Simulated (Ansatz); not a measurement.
Mulliken charges of BH$_{5}$N$_{2}$S (`NB(N)S`) from ωB97M-V/def2-TZVPP in Ansatz (PBE0-D4/def2-TZVP geometry).

```csv
atom,x (Å),y (Å),z (Å),charge (e)
N1,0.043,1.056,-0.636,-0.270
B2,-0.028,-0.118,0.142,0.238
N3,0.801,-1.234,-0.099,-0.269
S4,-1.209,-0.263,1.551,-0.249
H5,0.653,1.149,-1.429,0.111
H6,-0.454,1.896,-0.409,0.118
H7,0.697,-2.103,0.391,0.125
H8,1.543,-1.234,-0.774,0.109
H9,-1.959,0.805,1.246,0.087
```

**Question.** By hand: the dipole of these point charges (1 e Å = 4.8032 D).

**Answer.** Σ q r = (0.171, 0.108, -0.288) e Å, of length 0.352 e Å = 1.69 D.

**Question.** How does the dipole of the full density compare? (Estimate.)

**Answer.** Ansatz gave: (0.261, 0.154, -0.404) e Å, 2.43 D; the point charges give 0.70 times that, at 2° from its direction.

Point charges leave out the atoms' own dipoles, such as those of lone pairs, and Mulliken's split depends on the basis, so the two needn't agree.
